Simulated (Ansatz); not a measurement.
`C[O][Al]1[CH2][NH]1` → `[CH2]1[NH][AlH]1` + `C=O`  (β-hydride elimination)

Program: Ansatz. Geometries: PBE0-D4/def2-TZVP. ΔE: electronic, gas phase. CCSD(T)/CBS adds triple-zeta CCSD(T) − MP2 to the extrapolated MP2 energy (def2 sets, frozen cores). This one scheme is used for every species. DFT in def2-TZVPP. B3LYP here is the variant with VWN-RPA as its local correlation; programs differ in this. One conformer a species, not always the lowest.

```tsv
level	ΔE (kJ/mol)
r2SCAN-D4	229.6
B3LYP-D4	217.7
ωB97M-V	222.8
r2SCAN	228.0
HF/def2-TZVPP	208.1
MP2/def2-TZVPP	230.6
MP2/CBS(def2)	236.4
CCSD/CBS(def2)	227.3
```

What does CCSD(T)/CBS give? (An estimate is asked.)

Ansatz gave: +224.9 kJ/mol. The listed levels differ from it by 4.7, -7.2, -2.1, 3.1, -16.8, 5.7, 11.5, 2.4 kJ/mol.

Largest T1 diagnostic among the species: 0.015.

In def2-TZVPP, CCSD(T) changes the Hartree–Fock value by +11.0 kJ/mol (the triples alone add −2.3 kJ/mol) and MP2 by +22.5 kJ/mol. From PBE to PBE0 (25 % exact exchange), in def2-TZVPP and without D4, ΔE moves by +16.2 kJ/mol.
